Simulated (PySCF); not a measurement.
## Energy of Sc²⁺ (scandium, charge +2) between two integer charges

The 3d alpha orbital of [Ar] 3d1 is emptied in steps (occupation f), with all orbitals relaxed, ending at [Ar]. Computed with PySCF 2.14 in aug-pcseg-2 (7s5p4d3f2g, 81 functions), with the non-relativistic Hamiltonian (point nucleus). The exact energy is a straight line in f; departures are measured from the line between the end points of the same method.

```csv
f,BLYP (eV)
1,0.000
0.75,-1.278
0.5,-1.726
0.25,-1.309
0,0.000
```

Question: For BLYP, how does the orbital energy at f = 1 compare with the removal energy?

Answer: −ε = 18.759 eV against a total-energy difference of 25.477 eV. By Janak's theorem ε = ∂E/∂f, so the gap between them reflects the curvature. Along the path −ε is 22.000 (f = 0.75), 25.394 (f = 0.5), 28.913 (f = 0.25) eV.

Reference removal energy between the ground levels: 24.757 eV (measured; NIST Atomic Spectra Database, ionization energies). The calculation has no spin-orbit coupling.
